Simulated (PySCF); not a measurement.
## HgBi and its ions

UHF-MP2; PySCF, scalar-relativistic core potentials, basis sets Hg def2-SVP with ECP60, Bi def2-SVP with ECP60. Neutral (UHF): quartet (σ ↑, π ↑↑), Re = 4.112 Å, ωe = 17.3 cm⁻¹, De = 0.04 eV.

HgBi⁺ (ROHF): triplet (π ↑↑), Re = 2.886 Å, ωe = 108 cm⁻¹. The energies at the minima are -366.57789 hartree for HgBi and -366.30556 for HgBi⁺.

Question: Work out the adiabatic ionisation energy, without and with harmonic zero-point energies (1 hartree = 27.2114 eV, 1 eV = 8065.5 cm⁻¹), and the change of the bond length.

Answer: At MP2: 0.27233 hartree = 7.410 eV between the minima; the zero-point term (108.0 − 17.3)/2 cm⁻¹ = +0.006 eV makes it 7.416 eV. Re changes by -122.6 pm against the neutral. The electron leaves a σ orbital, and the shorter bond of the ion fits an antibonding orbital, or a change in how ionic the bond is.

Correlated steps freeze 4 core orbitals. UHF and ROHF references stand side by side, which adds small steps between rows. Weak bonds: HgBi. Basis-set superposition, not corrected here, can be much of De in a small basis, most of all at correlated wavefunction levels. These are scalar-relativistic numbers at best; spin–orbit coupling would shift them, the dissociation energy most. States were picked by a PBE0 search and need not be the measured ground states.

Neutral and ion stand on different kinds of reference determinant, which adds to the error of the difference.
